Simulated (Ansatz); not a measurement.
Two isomers of C4H8Si: A = `CC#CC[SiH3]`, B = `C=C1CC1[SiH3]`.

Gas-phase electronic energies from Ansatz, PBE0-D4/def2-TZVP geometries. CCSD(T)/CBS adds triple-zeta CCSD(T) − MP2 to the extrapolated MP2 energy (def2 sets, frozen cores). DFT in def2-TZVPP. B3LYP here is the variant with VWN-RPA as its local correlation; programs differ in this.

Which isomer does CCSD(T)/CBS put lower? Give the gap. (Best estimate.)

Computed: A, by 35.1 kJ/mol.

Give E(B) − E(A) in kJ/mol with CCSD(T)/def2-SVP, LDA (SPW92), B3LYP, CCSD/def2-TZVPP, MP2/def2-TZVPP, B3LYP-D4, CCSD(T)/def2-TZVPP. (Estimate.)

Ansatz gave: CCSD(T)/def2-SVP 28.2, LDA (SPW92) 7.9, B3LYP 39.1, CCSD/def2-TZVPP 36.2, MP2/def2-TZVPP 38.5, B3LYP-D4 33.7, CCSD(T)/def2-TZVPP 34.5. None reverses the order clearly.

Largest T1 diagnostic: 0.011.

From BLYP to BHLYP (50 % exact exchange), in def2-TZVPP and without D4, E(B) − E(A) moves by −4.9 kJ/mol. In def2-TZVPP, CCSD(T) changes the Hartree–Fock value by −16.3 kJ/mol (the triples alone add −1.7 kJ/mol) and MP2 by −12.3 kJ/mol.
